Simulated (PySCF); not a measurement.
CF, SMILES F[C] (connectivity only; charge and spin as stated), charge +1, multiplicity 1. Coordinates come from a PBE0-D3(BJ)/def2-TZVPD optimisation.

TDA-B3LYP/def2-TZVPD (PySCF) puts the lowest singlet excitations at 8.44, 8.44, 11.72, 11.98, 11.98, 15.12 eV and the lowest triplet (TDA) at 4.56 eV.

Task: What are the lowest singlet roots from EOM-CCSD/aug-cc-pVDZ (PySCF 2.14.0)? (Estimate from the structure and the level; the computed values follow.)

Result: 8.55, 8.55, 12.08, 12.08, 12.19, 15.02 eV; triplets 4.97, 4.97, 10.94 eV. S1 differs by 0.11 eV (second minus first; roots are paired by order, and the bases may differ).
